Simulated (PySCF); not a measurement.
FMg (SMILES [F][Mg]), doublet, geometry from GFN2-xTB (such geometries of metal compounds can be far from the true shape) (the spin is typed, not shown lowest); BLYP/cc-pVDZ in PySCF.

Here is a job for PySCF.
```python
from pyscf import gto, scf, dft

mol = gto.M(
    atom='''
Mg   -0.000000   -0.000000   -0.741648
F     0.000000    0.000000    0.988863
''',
    basis='cc-pvdz',
    charge=0,
    spin=1,
    verbose=4,
)

mf = dft.UKS(mol)
mf.xc = 'blyp'
mf.grids.atom_grid = (99, 590)
mf.grids.prune = None
mf.kernel()
```

The log (banner, timings and long lists left out):

```
PySCF version 2.14.0

[INPUT] verbose = 4
[INPUT] num. atoms = 2
[INPUT] num. electrons = 21
[INPUT] charge = 0
[INPUT] spin (= nelec alpha-beta = 2S) = 1
[INPUT] symmetry False subgroup None
[INPUT] Mole.unit = angstrom
[INPUT] Symbol           X                Y                Z      unit          X                Y                Z       unit  Magmom
[INPUT]  1 Mg     0.000000000000   0.000000000000  -0.741648000000 AA    0.000000000000   0.000000000000  -1.401511600831 Bohr   0.0
[INPUT]  2 F      0.000000000000   0.000000000000   0.988863000000 AA    0.000000000000   0.000000000000   1.868680244716 Bohr   0.0

nuclear repulsion = 33.0255853787465
number of shells = 10
number of NR pGTOs = 67
number of NR cGTOs = 32
basis = cc-pvdz
ecp = {}

******** <class 'pyscf.dft.uks.UKS'> ********
method = UKS
initial guess = minao
damping factor = 0
level_shift factor = 0
DIIS = <class 'pyscf.scf.diis.CDIIS'>
diis_start_cycle = 1
diis_space = 8
diis_damp = 0
SCF conv_tol = 1e-09
SCF conv_tol_grad = None
SCF max_cycles = 50
direct_scf = True
direct_scf_tol = 1e-13
number electrons alpha = 11  beta = 10
XC library pyscf.dft.libxc version 7.1.2
    S. Lehtola, C. Steigemann, M. J. T. Oliveira, and M. A. L. Marques,  SoftwareX 7, 1–5 (2018)
XC functionals = blyp
    A. D. Becke,  Phys. Rev. A 38, 3098 (1988)
    C. Lee, W. Yang, and R. G. Parr,  Phys. Rev. B 37, 785 (1988)
    B. Miehlich, A. Savin, H. Stoll, and H. Preuss,  Chem. Phys. Lett. 157, 200 (1989)
radial grids:
    Treutler-Ahlrichs [JCP 102, 346 (1995); DOI:10.1063/1.469408] (M4) radial grids

becke partition: Becke, JCP 88, 2547 (1988); DOI:10.1063/1.454033
pruning grids: None
grids dens level: 3
symmetrized grids: False
atomic radii adjust function: <function treutler_atomic_radii_adjust>
User specified grid scheme (99, 590)
small_rho_cutoff = 0
Set gradient conv threshold to 3.16228e-05
tot grids = 116824
init E= -299.951556601342

cycle= 1 E= -299.821421018431  delta_E= 0.13  |g|= 0.574  |ddm|= 0.754
cycle= 2 E= -294.338319179694  delta_E= 5.48  |g|= 3.07  |ddm|= 2.08
cycle= 3 E= -299.946489615254  delta_E= -5.61  |g|= 0.142  |ddm|= 1.85
cycle= 4 E= -299.95090481809  delta_E= -0.00442  |g|= 0.0635  |ddm|= 0.121
cycle= 5 E= -299.952774901111  delta_E= -0.00187  |g|= 0.0157  |ddm|= 0.0491
cycle= 6 E= -299.95287250023  delta_E= -9.76e-05  |g|= 0.000606  |ddm|= 0.0106
cycle= 7 E= -299.952872654509  delta_E= -1.54e-07  |g|= 5e-05  |ddm|= 0.000707
cycle= 8 E= -299.952872655397  delta_E= -8.88e-10  |g|= 1.76e-05  |ddm|= 4.72e-05
Extra cycle  E= -299.952872654813  delta_E= 5.84e-10  |g|= 4.47e-05  |ddm|= 4.35e-05
converged SCF energy = -299.952872654813  <S^2> = 0.75031503  2S+1 = 2.000315
```
